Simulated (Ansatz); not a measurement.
# Relaxing a trial structure of FH5OSi2Sn

The starting geometry of this gas-phase singlet was optimised with GFN2-xTB.

```
atom    x (Å)    y (Å)    z (Å)
   F  -1.5104  -2.2472  -1.8899
   O   0.8712  -1.7415  -2.1976
  Si  -0.5443  -1.2858  -2.7512
  Si   2.0190  -2.3909  -1.2164
  Sn  -0.6468   0.9107  -4.0689
   H  -0.7046   1.4500  -2.3380
   H  -2.4181   0.6980  -4.0112
   H   2.4781  -3.5642  -1.9541
   H   3.0187  -1.3322  -1.1168
   H   1.4031  -2.7222   0.0628
```

Question: Predict what it relaxes into with B3LYP-D3(BJ)/def2-SVP.

Answer: It rearranges, giving a structure given below by its coordinates. Contacts that open: Sn5–H6 (1.81 → 3.72 Å). Contacts that close: Si3–H6 (2.77 → 1.50 Å).

The energy falls by 0.87 eV over 72 steps:

```json
{"step": "1", "E − E(last) (eV)": "0.867"}
{"step": "9", "E − E(last) (eV)": "0.326"}
{"step": "17", "E − E(last) (eV)": "0.217"}
{"step": "25", "E − E(last) (eV)": "0.038"}
{"step": "33", "E − E(last) (eV)": "0.035"}
{"step": "40", "E − E(last) (eV)": "0.034"}
{"step": "48", "E − E(last) (eV)": "0.030"}
{"step": "56", "E − E(last) (eV)": "0.002"}
{"step": "64", "E − E(last) (eV)": "0.000"}
{"step": "72", "E − E(last) (eV)": "0.000"}
```

Final geometry (Å):

```csv
atom,x (Å),y (Å),z (Å)
F,-1.6613,-2.5663,-2.2219
O,0.6929,-1.3155,-2.3041
Si,-0.9634,-1.0868,-2.3118
Si,1.9555,-1.9701,-1.4318
Sn,-1.0007,0.0112,-4.7216
H,-1.3683,-0.4071,-1.0420
H,-0.7031,1.5852,-3.9188
H,2.2051,-3.3723,-1.8674
H,3.1714,-1.1512,-1.6881
H,1.6377,-1.9525,0.0261
```

Frequencies at the end are all real (lowest 27 cm⁻¹). Atoms past krypton carry core potentials, without spin–orbit terms. Run with Ansatz 0.2.0, 5.4 min on 2 threads of Intel(R) Xeon(R) Platinum 8259CL CPU @ 2.50GHz (Skylake/Cascade Lake), with other jobs on the host.
